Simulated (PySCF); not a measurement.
ZrF2I2, SMILES [F][Zr]([F])([I])[I], multiplicity 1. Geometry optimised at PBE-D3(BJ)/def2-SVP. The spin state was assumed, not searched. The structure was generated by enumeration; whether it is a known compound was not checked. The def2 effective core potentials stand for the cores of I, Zr; spin–orbit coupling is left out.

Computed equilibrium geometry at PBE-D3(BJ)/def2-SVP (PySCF confirms it by a frequency run) as Cartesian coordinates in Å, and its point group:
point group C2v.
```xyz
5

Zr     0.0000     0.0000    -0.8902
F      0.0000    -1.5469    -1.9869
F      0.0000     1.5469    -1.9869
I     -2.2159     0.0000     0.6733
I      2.2159     0.0000     0.6733
```
